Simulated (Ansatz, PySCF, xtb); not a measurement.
Reaction 0.5 R1 + 0.5 R2 → P1, each structure at its B3LYP-D3(BJ)/def2-TZVP stationary point, reached from a drawn start (curvature not checked).
P1, CH2F2 (SMILES FCF) (charge 0, multiplicity 1):
```xyz
5

F     -1.0835    -0.7467    -0.0675
C     -0.0024     0.0779     0.0086
F      1.1267    -0.6773    -0.0892
H     -0.0084     0.5736     0.9808
H     -0.0324     0.7724    -0.8327
```
R1: CF4 (SMILES FC(F)(F)F), charge 0, multiplicity 1.
R2, CH4 (SMILES C) (charge 0, multiplicity 1):
```json
[
 {"atom": "C", "x (Å)": "0.0000", "y (Å)": "0.0000", "z (Å)": "0.0000"},
 {"atom": "H", "x (Å)": "0.6289", "y (Å)": "0.6289", "z (Å)": "0.6289"},
 {"atom": "H", "x (Å)": "-0.6289", "y (Å)": "-0.6289", "z (Å)": "0.6289"},
 {"atom": "H", "x (Å)": "0.6289", "y (Å)": "-0.6289", "z (Å)": "-0.6289"},
 {"atom": "H", "x (Å)": "-0.6289", "y (Å)": "0.6289", "z (Å)": "-0.6289"}
]
```

```csv
level,reaction energy (kcal/mol),"minus CCSD(T)/CBS(cc-pVTZ, cc-pVQZ)"
GFN1-xTB,5.30,-6.26
HF/cc-pVTZ,11.93,0.37
HF/cc-pVQZ,11.50,-0.07
PBE/def2-TZVPP,11.32,-0.24
PBE-D3(BJ)/def2-TZVPP,11.36,-0.21
BLYP/def2-TZVPP,9.47,-2.09
BLYP-D3(BJ)/def2-TZVPP,9.55,-2.01
BLYP-D4/def2-TZVPP,9.74,-1.82
revPBE-D3(BJ)/def2-TZVPP,10.67,-0.89
r2SCAN/def2-TZVPP,13.17,1.61
r2SCAN-D3(BJ)/def2-TZVPP,13.18,1.62
r2SCAN-D4/def2-TZVPP,13.20,1.64
B97M-V/def2-TZVPP,13.67,2.10
B3LYP/def2-TZVPP,10.38,-1.19
B3LYP-D3(BJ)/def2-TZVPP,10.44,-1.12
B3LYP-D4/def2-TZVPP,10.56,-1.00
PBE0-D3(BJ)/def2-TZVPP,12.11,0.55
BHLYP/def2-TZVPP,11.15,-0.42
BHLYP-D3(BJ)/def2-TZVPP,11.19,-0.37
BHLYP-D4/def2-TZVPP,11.26,-0.31
M06-2X/def2-TZVPP,11.67,0.10
CAM-B3LYP/def2-TZVPP,11.22,-0.34
CAM-B3LYP-D3(BJ)/def2-TZVPP,11.25,-0.31
CAM-B3LYP-D4/def2-TZVPP,11.31,-0.25
wB97X-V/def2-TZVPP,11.73,0.16
wB97M-V/def2-TZVPP,12.32,0.76
B2PLYP/def2-TZVPP,11.01,-0.56
B2PLYP-D3(BJ)/def2-TZVPP,11.04,-0.53
B2PLYP-D4/def2-TZVPP,11.09,-0.48
MP2/cc-pVDZ,15.78,4.22
MP2/cc-pVTZ,13.12,1.56
MP2/cc-pVQZ,12.09,0.53
"MP2/CBS(cc-pVTZ, cc-pVQZ)",11.66,0.09
SCS-MP2/cc-pVDZ,14.59,3.03
SCS-MP2/cc-pVTZ,12.02,0.45
SCS-MP2/cc-pVQZ,11.04,-0.52
CCSD/cc-pVDZ,14.55,2.99
CCSD(T)/cc-pVDZ,14.87,3.31
CCSD(T)/cc-pVQZ,11.87,0.31
"CCSD(T)/CBS(cc-pVTZ, cc-pVQZ)",11.56,0.00
```

 The comparison column counts from a level with limits of its own.

P less R. No zero-point or thermal terms.

Correlated levels freeze the cores. CBS: X⁻³ extrapolation of the correlation energy, Hartree–Fock from the larger set.

Run with Ansatz (Gaussian orbitals); PySCF for M06-2X and the D3/D4 terms; xtb for the GFN methods. No computed number here is a measurement.

Ansatz is an electronic-structure program.
